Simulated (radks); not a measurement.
Neutral thulium inside a hard spherical wall (all orbitals vanish at R), configuration held at [Xe] 4f13 6s2 and not refilled when levels cross. Method: scalar-relativistic Kohn-Sham, PBE, spin-polarised, spherical densities, finite nucleus; open shells are filled with parallel spins first (spin-orbit coupling, left out, can overturn this in heavy ions); Fermi nuclear charge, rms radius 5.2256 fm; computed with a radial shooting solver on a logarithmic mesh with Libxc functionals. Eigenvalues in eV for spin up, with the zero of energy where the potential of the charges vanishes at infinity; a dash marks a level that is unbound or too diffuse for the functional's potential to be trusted. A positive occupied level is held by the wall or, in an anion where self-interaction has pushed it up, behind a barrier. The pressure on the wall is -dE/dV.

R (bohr)  E (hartree)  kinetic (hartree)    e(5s)    e(5p)   e(6s)   e(4f)  e(6p, empty)  e(5d, empty)  pressure (GPa)
free      -13566.0133          14742.048  -53.569  -27.052  -3.887  -3.471             -             -               0
20        -13566.0133          14742.048  -53.569  -27.052  -3.887  -3.471        -1.123        -0.814        < 0.0001
8         -13565.9989          14742.147  -52.965  -26.455  -3.359  -2.880         0.069        -0.160           0.499
5         -13565.7560          14743.157  -49.701  -23.318   1.450   0.407         7.904         3.602            24.6
3.5       -13564.5691          14747.610  -42.981  -16.910  18.457   7.903        31.673        12.891             370
3         -13563.0417          14753.337  -37.177  -10.955  36.615  14.857        54.680        21.611            1200
2.5       -13559.1155          14767.472  -25.694    1.795  76.208  28.670        101.67        39.679            4710
2         -13547.3272          14806.727    1.713   33.981  172.74  58.329        209.95        82.987           23800
